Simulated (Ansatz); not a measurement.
Reaction (formal exchange of groups at a C–B bond): `C=C(O)BF` + `C=CF` → `C=C(O)C(=C)F` + `BF`

Gas-phase electronic energies from Ansatz, PBE0-D4/def2-TZVP geometries. CBS: MP2 limit from def2 TZ/QZ plus the TZ coupled-cluster correction, frozen cores. This one scheme is used for every species. Functionals use def2-TZVPP. Each species was taken in one conformer, which may not be the lowest.

```
         level  ΔE (eV)
       ωB97X-V     0.27
CCSD/CBS(def2)     0.29
```

Problem. What does CCSD(T)/CBS give? (Best estimate.)

Solution. The calculation gave: +0.28 eV. The listed levels differ from it by -0.01, 0.01 eV.

Largest T1 diagnostic among the species: 0.013.

The D4 term adds −0.05 eV with B3LYP and −0.03 eV with PBE0; it sums over pairs of atoms, weighted by their polarisabilities, and B3LYP, whose exchange is more repulsive, gets the larger term.

B3LYP here is the variant with VWN-RPA as its local correlation; programs differ in this.
